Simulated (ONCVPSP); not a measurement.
# Potentials for phosphorus (P) compared

Generated with ld1.x 7.5 (TM, RRKJ, ultrasoft, PAW), atompaw 4.2 or ONCVPSP 4.0.1. The cutoff is in Ry: for ld1.x and atompaw files where the sum of valence levels is converged to 10 mRy in a Bessel basis, for ONCV files where the hardest occupied wave has 1 mHa per electron of residual kinetic energy. The error is the largest all-electron minus pseudo excitation energy over each file’s own four to seven test configurations (ionisations up to +4, promotions, holes and added fractions of an electron), all of which were solved. The labels leave out finer settings (local radius, basis sizes, second energies), which also bear on the numbers. Spin-polarised tests are not counted. The rows are a selection from randomly drawn settings: files with unsolved tests, undetermined cutoffs or missed reference levels are left out.

A true bound ghost makes a file unfit for plane-wave use even where its test errors are small: the radial tests pick states by their node count and pass the ghost by.

```csv
potential,cutoff (Ry),largest error (meV),bound ghosts
"ONCV, PBE, scalar-relativistic, rc 1.40/1.45 (sp), local s, core correction yes, reference 3s2 3p1.5, qcut 4.3/4.9, projectors 0/1",73,+36,none
"ONCV, PBE, fully relativistic, rc 0.95/1.00/0.75 (spd), local smoothed, core correction yes, reference 2s2 2p6 3s1.5 3p3.5, qcut 16.2/14.9/13.4, projectors 2/2/2",188,+17,none
"ONCV, LDA (Perdew-Wang 92), scalar-relativistic, rc 1.65/1.50/1.50 (spd), local d, core correction yes, reference 3s1.75 3p3.25, qcut 3.8/4.4/6, projectors 3/2/0",36,+34,none
"ONCV, PBE, scalar-relativistic, rc 1.30/1.70/1.45 (spd), local smoothed, core correction yes, reference 3s2 3p1, qcut 4.7/4.7/7.2, projectors 1/1/1",21,+33,none
"ONCV, Wu-Cohen, scalar-relativistic, rc 0.80/0.70/0.65 (spd), local smoothed, core correction yes, reference 2s2 2p6 3s2 3p2.5, qcut 18.9/21/17, projectors 2/3/2",332,+176,none
"ONCV, PBE, scalar-relativistic, rc 1.70/2.05 (sp), local smoothed, core correction yes, reference 3s2 3p3, qcut 3.6/3.8, projectors 2/3",30,-108,none
"ONCV, PBE, scalar-relativistic, rc 1.25/1.25 (sp), local p, core correction yes, reference 3s2 3p3, qcut 5.1/7.6, projectors 2/0",89,+4.6,s
```

Fill in the row for P: ONCV, PBE, scalar-relativistic, rc 1.75/1.75 (sp), local smoothed, core correction yes, reference 3s2 3p3, qcut 3.6/5.3, projectors 2/1.

cutoff 62 Ry, largest error +68 meV, bound ghosts: none.
